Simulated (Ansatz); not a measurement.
System: sum formula YOBr (charge +1, doublet). The spin state was set by rule; other spins were not relaxed. 
Geometry from a B3LYP-D3(BJ)/def2-TZVP (Ansatz, a program for electronic structure) optimisation:
```xyz
3

Y      0.9336    -0.4436     0.2641
O      1.5628    -0.0029    -1.5484
Br    -1.3975     0.4949     0.0597
```
Charge +1, spin multiplicity 2.

Basis-set convergence of Hartree-Fock and CCSD correlation energies (hartree) with Ansatz. Valence correlation only, unless marked. UHF or UKS for open shells. Spin-orbit coupling is left out. The frozen core is the preceding noble-gas configuration, with the filled d and f shells of earlier blocks. Past Kr the def2 sets carry scalar-relativistic core potentials.

```
basis       functions        E(HF)  E(corr, CCSD)
----------  ---------  -----------  -------------
def2-SVP           77  -2684.62336       -0.32323
def2-TZVPP        135   (withheld)     (withheld)
```

Fill in the missing entries.


- def2-TZVPP, E(HF): -2685.04629
- def2-TZVPP, E(corr, CCSD): -0.41441
